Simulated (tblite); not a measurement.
C₂H₁₀N₂Si₂.
Cartesian coordinates in Å at the GFN2-xTB level; atoms count from 1:
```xyz
16
C2H10N2Si2 angstrom
Si     2.6690    0.4762    0.5809
N      1.1318    0.0057   -0.0210
C      0.5612    0.0439   -1.1306
C     -0.8454   -0.4517   -1.3096
N     -1.4591   -0.9531   -0.1119
Si    -2.0935    0.1233    1.0780
H      3.2006   -0.7611    1.1474
H      3.6160    1.0307   -0.3962
H      2.3440    1.4782    1.5923
H      1.0289    0.4241   -2.0517
H     -1.4510    0.3746   -1.6964
H     -0.8309   -1.2330   -2.0842
H     -0.9239   -1.7299    0.2511
H     -3.1031    0.9005    0.3506
H     -2.6873   -0.7761    2.0645
H     -1.1649    1.0564    1.7253
```

Method: GFN2-xTB as coded in tblite; computed harmonic values from a numerical Hessian at the method's own geometry, unscaled. The method is semi-empirical: single wavenumbers can be off by several per cent or more. Modes of hydrogen on silicon can be 10 to 20 % off. One conformer, not necessarily the lowest.

Harmonic wavenumbers (cm⁻¹): 51.1, 86.2, 103.7, 150.2, 155.4, 183.6, 249.8, 302.4, 531.9, 546.7, 554.2, 597.3, 615.2, 645.2, 738.8, 749.3, 758.0, 787.8, 798.3, 806.8, 820.4, 835.2, 871.5, 977.1, 997.0, 1153.4, 1171.4, 1282.6, 1324.7, 1370.8, 1437.9, 1771.9, 2198.3, 2207.2, 2232.6, 2273.9, 2279.7, 2284.5, 2789.9, 2866.3, 2937.9, 3430.4.

A = 4093, B = 1098, C = 922.8 MHz; mass 118.038 u (most abundant isotopes); point group C1, symmetry number 1.

**Question.** Zero-point energy?

**Answer.** ½Σν̃ = 24463 cm⁻¹ = 69.94 kcal/mol.

**Question.** Entropy at 298.15 K, 1 bar (ideal gas, RRHO, classical rotation)?

**Answer.** Translation 40.24, rotation 28.74, vibration 27.84: S = 96.8 cal/(mol K).

**Question.** And Cp and H(298.15 K) − H(0)?

**Answer.** Cp = 37.10 cal/(mol K), of which vibrations give 29.15 (their classical limit is 42 R = 83.5); H(298.15 K) − H(0) = 6.76 kcal/mol without the zero-point energy, 4.39 from vibrations.

**Question.** How do the functions run with temperature in this model?

**Answer.** 
| T (K) | S (cal/(mol K)) | Cp (cal/(mol K)) | H − H(0) (kcal/mol) | G − H(0) (kcal/mol) | ln q(vib) |
| --- | --- | --- | --- | --- | --- |
| 150 | 76.8 | 22.8 | 2.33 | -9.19 | 2.88 |
| 250 | 90.7 | 32.5 | 5.09 | -17.59 | 5.40 |
| 400 | 109.0 | 45.6 | 10.99 | -32.59 | 9.12 |
| 600 | 129.9 | 57.8 | 21.41 | -56.54 | 13.91 |
| 900 | 155.7 | 69.3 | 40.62 | -99.53 | 20.52 |

q(vib) and H(0) count from the zero-point level.

**Question.** Which modes carry the vibrational entropy at 298.15 K?

**Answer.** 51.1 cm⁻¹: 4.77; 86.2 cm⁻¹: 3.74; 103.7 cm⁻¹: 3.38; 150.2 cm⁻¹: 2.67; 155.4 cm⁻¹: 2.61; 183.6 cm⁻¹: 2.29 cal/(mol K); the other 36 give 8.37 together.

Hindered rotation and anharmonicity are outside this model. Other conformers, if any are populated, would add a mixing term that is left out. The structure is chiral; the term R ln 2 for an equal mix with its mirror image is left out.
